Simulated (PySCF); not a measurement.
How methods differ on the excitation energy of B²⁺

B²⁺ [He] 2s1 (2S) → B²⁺ [He] 2p1 (2P), as a difference of total energies. All numbers are calculated (PySCF 2.14, no relativity, point nucleus, in aug-cc-pVQZ (6s5p4d3f2g, 80 functions)). The calculations carry no spin-orbit coupling.

```
   method  excitation energy (eV)
      UHF                   6.051
      LDA                   5.359
      PBE                   5.299
     PBE0                   5.489
   r2SCAN                   5.369
    B3LYP                   5.393
  wB97X-V                   5.592
CAM-B3LYP                   5.533
      M06                   5.069
```
